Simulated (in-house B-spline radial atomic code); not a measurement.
A calculation on Te⁴⁺ (an excited or competing configuration): its settings, and results tabulated from the run. Computed with an all-electron radial atomic-structure program (B-spline basis): scalar-relativistic (X2C) SCAN, spin-polarised, spherical fractional occupations, Fermi nucleus of rms radius 4.7423 fm.

Command:
```bash
python run_scf.py task.json out
```
Settings (nuclear radius in fm, mass in u):
```
Z                52
configuration    [Ar] 3d9 4s2 4p6 4d10 5s2 6p1
hamiltonian      x2c
method           scan,scan
spin_polarised   True
nucleus          fermi
rms_radius       4.7423
atomic_mass      129.90622
speed_of_light   137.035999084
```

Output (hartree, bohr):
```
 radial grid: 74 intervals, B-splines of order 8, outer radius 40.8511 bohr

 iter        energy (Eh)    residual
    1       -6768.547841    1.81e-01
    2       -6768.558997    2.73e-03
    3       -6768.559042    9.59e-04
    4       -6768.559045    4.91e-04
    5       -6768.559046    1.25e-04
    6       -6768.559046    4.40e-05
    7       -6768.559046    1.17e-05
    8       -6768.559046    4.21e-06
    9       -6768.559046    1.74e-07

 total energy                     -6768.55905
 kinetic                            7161.1945
 electron-nucleus                 -16319.6288
 Hartree                            2564.3515
 exchange-correlation               -174.4762

 orbital      occ     eigenvalue          <r>       <r^2>       <1/r>       r_max
 1s up      1.000     -1165.7382    0.0272165  0.00101386     58.2796     0.01722
 1s down    1.000     -1165.7342    0.0272163  0.00101385     58.2798     0.01722
 2s up      1.000      -182.5728     0.119228   0.0168304     13.2729      0.1012
 2s down    1.000      -182.4853     0.119201   0.0168225     13.2765      0.1012
 2p up      3.000      -164.2616     0.104452   0.0133341     12.2493     0.08096
 2p down    3.000      -164.1888     0.104421   0.0133258     12.2524     0.08094
 3s up      1.000       -39.0352     0.318987    0.116434     4.71734       0.291
 3s down    1.000       -38.8934     0.319242    0.116623     4.71204      0.2911
 3p up      3.000       -33.0244     0.316819    0.116492     4.39381      0.2845
 3p down    3.000       -32.8835      0.31713    0.116729     4.38875      0.2846
 3d up      5.000       -24.0033     0.292993    0.101467     4.13169      0.2363
 3d down    4.000       -23.8505       0.2934    0.101789     4.12767      0.2365
 4s up      1.000        -8.5103     0.750302    0.635433     1.88337      0.6919
 4s down    1.000        -8.4906     0.751477    0.637314     1.87926      0.6929
 4p up      3.000        -6.5885     0.799401    0.727347     1.71398      0.7247
 4p down    3.000        -6.5713     0.800629    0.729412     1.71058      0.7259
 4d up      5.000        -3.7488     0.913605    0.972064     1.44857      0.7813
 4d down    5.000        -3.7332      0.91516    0.975172     1.44588      0.7832
 5s up      1.000        -2.2532      1.76208     3.46593    0.749332       1.619
 5s down    1.000        -2.2446      1.77384     3.50974    0.743242       1.626
 6p up      1.000        -0.8472      4.02386     17.8895    0.321389       3.943
```

Time taken, with all properties: 0.3 s on 1 thread of Arm Neoverse V1, with other jobs on the host.

One-electron X2C: radii and densities carry no picture-change correction, so inner-shell <1/r> comes out high (for 1s by about 2 % at Z = 33, 5 % at 54, 10 % at 75, 30 % at 118) and <r> low.
